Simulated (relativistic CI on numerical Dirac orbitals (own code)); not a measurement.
# Hyperfine structure of Cu³⁺, mass number 65

Method of calculation: Dirac-Coulomb-Breit CI, orbitals from a KLI potential per configuration, model QED, valence Slater integrals scaled by 0.85, P86 correlation energy added to each configuration (own radial code, finite nucleus).

CI space (outside the closed core [Ne] 3s2): 3p⁶3d⁸, 3p⁶3d⁷4s, 3p⁶3d⁷4p, 3p⁶3d⁷4d, 3p⁶3d⁷5s, 3p⁶3d⁶4s², 3p⁶3d⁷5p, 3p⁶3d⁷4f, 3p⁵3d⁹, 3p⁶3d⁷5d, 3p⁶3d⁶4s4p, 3p⁶3d⁷5f, 3p⁶3d⁷5g, 3p⁶3d⁶4p². Levels of other configurations are missing.

Nuclear spin I = 3/2, μ = 2.3844 μN, Q = -0.204 b (tables of Stone and Pyykkö). The electronic factors are computed for point nuclear moments, without core polarisation; leaving it out makes A of s and p electrons in near-neutral atoms 20 to 40 % too small, and it can dominate for d and f shells.

| Level | E (cm⁻¹) | A (MHz) | B (MHz) |
| --- | --- | --- | --- |
| 3p⁶3d⁸ ³F4 | 0.0 | 961.9 | 119 |
| 3p⁶3d⁸ ³F3 | 1799.3 | 1302 | 88.3 |
| 3p⁶3d⁸ ³F2 | 2987.7 | 1908 | 79.2 |
| 3p⁶3d⁸ ¹D2 | 16861.3 | 1220 | -110 |
| 3p⁶3d⁸ ³P2 | 20078.2 | 1069 | -162 |
| 3p⁶3d⁸ ³P1 | 20434.5 | -20.74 | 84.7 |
| 3p⁶3d⁸ ¹G4 | 25922.8 | 1395 | 487 |
| 3p⁶3d⁷4s ⁵F5 | 118589.1 | 2702 | -132 |

Levels with J = 0, under 50 % of one LS term, or S terms without an open s electron are left out. Small factors come from cancelling terms and can be off by tens of per cent or more.

Correlation outside the listed configurations is missing or only estimated: errors of thousands of cm⁻¹ between configurations and terms are usual at this charge. Rates and lifetimes follow the computed energies and can be off by large factors. The fine structure of a lone outer electron comes out too small, for d and f at times inverted, and misplaced configurations move strength between like terms. 63 of the 66 excited levels that our extract of the measured tables holds in this range could be paired (the sources list more); they are missed by 1697 cm⁻¹ on average and 3180 at most, and levels without a partner can miss by more.

(1) Give the hyperfine levels of 3p⁶3d⁸ ³F4 relative to its centre of gravity.

Answers

(1) With K = F(F + 1) − I(I + 1) − J(J + 1), E = AK/2 + B[¾K(K + 1) − I(I + 1)J(J + 1)]/[2I(2I − 1)J(2J − 1)]: F = 5/2: -7156, F = 7/2: -3871, F = 9/2: 428.7, F = 11/2: 5801 MHz.
